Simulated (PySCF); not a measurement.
A GIAO shielding run with PySCF 2.14 (density fitting, non-relativistic, gas phase) on SMILES CCC[C@@H]1OCCO[C@H]1F, C7H13FO2:

```
$ OMP_NUM_THREADS=1 python probes_run.py task.json out

{"job": {"kind": "nmr", "xc": "PBE0", "basis": "pcSseg-1"}, "charge": 0, "multiplicity": 1}
C     -3.362913     0.932189     0.256379
C     -2.154272     0.031509     0.064379
C     -0.874768     0.803847    -0.222326
C      0.343231    -0.084571    -0.334457
O      0.545525    -0.729749     0.904693
C      1.650978    -1.595128     0.883378
C      2.900452    -0.825105     0.509841
O      2.712483    -0.168469    -0.721346
C      1.612485     0.675788    -0.703324
F      1.495218     1.185609    -1.952046
H     -4.275315     0.348358     0.450447
H     -3.219059     1.615850     1.108539
H     -3.547836     1.553430    -0.634907
H     -2.340920    -0.674812    -0.763730
H     -1.994922    -0.586774     0.962124
H     -0.693171     1.537984     0.582799
H     -0.969790     1.375208    -1.160341
H      0.196180    -0.840632    -1.135563
H      1.744267    -2.034536     1.887818
H      1.488219    -2.414494     0.154688
H      3.133008    -0.090744     1.307169
H      3.766173    -1.492509     0.390450
H      1.777622     1.514668     0.007969
```

Hardware: 1 thread of an Arm Neoverse V2, shared host. The job also computes population analyses, field gradients, ring-centre shieldings.

(1) How large is the calculation?

(2) How long does it take, and how much memory does it need?

Results:

(1) 80 electrons, 235 basis functions and 1214 auxiliary functions.

(2) 67 s of wall time, with 14 SCF cycles and 4 response iterations; peak memory 1.2 GiB. Times on a shared host scatter by some tens of per cent.
